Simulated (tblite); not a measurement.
C₇HFO.
Atom-mapped SMILES: `[O:1]=[CH:2][C:3]#[C:4][C:5]#[C:6][C:7]#[C:8][F:9]` (hydrogens: H10 on C2)

A start from a force field or distance geometry was refined with GFN2-xTB geometry optimisation, gas phase in tblite 0.8.0. Values at the start:

| coordinate | start |
| --- | --- |
| O1=C2 | 1.264 Å |
| C2–C3 | 1.443 Å |
| C2–H10 | 1.079 Å |
| C3≡C4 | 1.209 Å |
| C4–C5 | 1.423 Å |
| C5≡C6 | 1.213 Å |
| C6–C7 | 1.422 Å |
| C7≡C8 | 1.206 Å |
| C8–F9 | 1.353 Å |
| O1–C2–C3 | 121.5° |
| C2–C3–C4 | 177.6° |
| C3–C4–C5 | 177.6° |
| C4–C5–C6 | 178.8° |
| C5–C6–C7 | 179.5° |
| C6–C7–C8 | 178.6° |
| C7–C8–F9 | 178.7° |

How do these coordinates change at the GFN2-xTB level?

```csv
coordinate,GFN2-xTB (Å or °),change
C4–C5,1.343,-0.080
C6–C7,1.346,-0.076
C8–F9,1.279,-0.074
O1=C2,1.204,-0.060
C2–H10,1.111,+0.032
C2–C3,1.419,-0.024
C3≡C4,1.217,+0.008
C5≡C6,1.219,+0.006
C7≡C8,1.206,0.000
O1–C2–C3,126.0,+4.5
C2–C3–C4,179.6,+2.0
C3–C4–C5,179.5,+1.9
C6–C7–C8,179.8,+1.2
C7–C8–F9,179.7,+1.0
C4–C5–C6,179.6,+0.8
C5–C6–C7,179.8,+0.3
```

The energy falls by 0.554 eV over 51 L-BFGS steps, the largest force on an atom goes from 4.16 to 0.004 eV/Å, and the atoms move by 0.115 Å rms after alignment. The bond that changes most is C4–C5 (both ends alkyne carbon), which shortens by 0.080 Å. Bonds longer at the end by more than 0.005 Å: 3 of 9; shorter: 5. Rotational constants go from 37834, 341.4, 338.4 to 47370, 356.9, 354.2 MHz.

Time: 0.21 s of wall time. Hardware: one thread of an Intel Xeon Platinum 8488C, no GPU, shared host.

Its GFN2-xTB frequencies are all real (lowest 46 cm⁻¹).

The numbers are calculated, not measured.
